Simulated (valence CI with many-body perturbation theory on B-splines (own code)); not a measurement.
The numbers below are computed, except where a source is named.
# Ladder of approximations for W58+

Level of theory: valence CI with perturbative core correlation (CI+MBPT): six valence electrons over a frozen Dirac-Fock core [Ne], radial functions for each j: 9 s, 9 p, 8 d, 6 f, 3 g, 1 h, with the one-electron correlation potential Σ1 (screened to all orders), the two-electron term Σ2, the three-electron term Σ3, Breit, model QED; selected single and double excitations, second order for the rest, scaled by the run's own slope (own B-spline code, finite nucleus).

No measured spectrum was set against this ion. As an estimate, large intervals hold to a few tenths of a per cent, small ones and those within an open d or f shell to about a per cent. Among the levels kept, up to 960 cm⁻¹ of a level comes from second order outside the variational space, and about a tenth of that is noise between levels of different J, which matters for small intervals.

Each rung adds one term. CI alone is the Dirac-Coulomb CI over the frozen core; QED comes last and gives the full result, which names the levels. Energies are above (3s^2 3p1/2^2 3p3/2^2) J=2 on the same rung, in eV.

Levels are named by their leading jj configuration (3d3/2^4 stands for four electrons in 3d with j = 3/2), which in mixed levels can hold well under half, so a name can repeat and another be missing.

```tsv
Level	CI alone
(3s^2 3p1/2^2 3p3/2^2) J=0	19.36
(3s^2 3p1/2^2 3p3/2 3d3/2) J=2	237.15
(3s^2 3p1/2^2 3p3/2 3d3/2) J=1	245.58
(3s^2 3p1/2^2 3p3/2 3d3/2) J=0	245.23
(3s^2 3p1/2^2 3p3/2 3d3/2) J=3	246.71
(3s^2 3p1/2^2 3p3/2 3d5/2) J=4	323.84
(3s^2 3p1/2^2 3p3/2 3d5/2) J=2	330.17
(3s^2 3p1/2^2 3p3/2 3d5/2) J=3	349.79
(3s^2 3p1/2 3p3/2^3) J=1	350.13
(3s^2 3p1/2^2 3p3/2 3d5/2) J=1	360.31
(3s^2 3p1/2 3p3/2^3) J=2	360.26
(3s^2 3p1/2^2 3d3/2^2) J=2	484.27
(3s^2 3p1/2^2 3d3/2^2) J=0	507.63
(3s 3p1/2^2 3p3/2^3) J=2	535.69
(3s 3p1/2^2 3p3/2^3) J=1	556.45
(3s^2 3p1/2^2 3d3/2 3d5/2) J=3	574.99
```

(1) What do these energies become with core correlation, Breit and QED?

(2) How does the ionisation energy move along the ladder, and which term matters most?

Answers

(1) (3s^2 3p1/2^2 3p3/2^2) J=0 19.77 (+0.406); (3s^2 3p1/2^2 3p3/2 3d3/2) J=2 234.73 (-2.420); (3s^2 3p1/2^2 3p3/2 3d3/2) J=1 243.22 (-2.359); (3s^2 3p1/2^2 3p3/2 3d3/2) J=0 243.50 (-1.728); (3s^2 3p1/2^2 3p3/2 3d3/2) J=3 243.76 (-2.954); (3s^2 3p1/2^2 3p3/2 3d5/2) J=4 319.15 (-4.691); (3s^2 3p1/2^2 3p3/2 3d5/2) J=2 325.73 (-4.443); (3s^2 3p1/2^2 3p3/2 3d5/2) J=3 344.77 (-5.012); (3s^2 3p1/2 3p3/2^3) J=1 347.04 (-3.092); (3s^2 3p1/2^2 3p3/2 3d5/2) J=1 356.06 (-4.247); (3s^2 3p1/2 3p3/2^3) J=2 356.63 (-3.638); (3s^2 3p1/2^2 3d3/2^2) J=2 479.43 (-4.840); (3s^2 3p1/2^2 3d3/2^2) J=0 503.64 (-3.990); (3s 3p1/2^2 3p3/2^3) J=2 531.02 (-4.672); (3s 3p1/2^2 3p3/2^3) J=1 551.76 (-4.691); (3s^2 3p1/2^2 3d3/2 3d5/2) J=3 567.93 (-7.061).

(2) CI alone 5987.0, + Σ1 5987.9, + Σ2 5988.2, + Σ3 5987.4, + Breit 5982.2, + QED 5981.6 eV. The largest step is Breit, -5.2 eV. NIST lists 5970 ± 5 eV (semi-empirical).
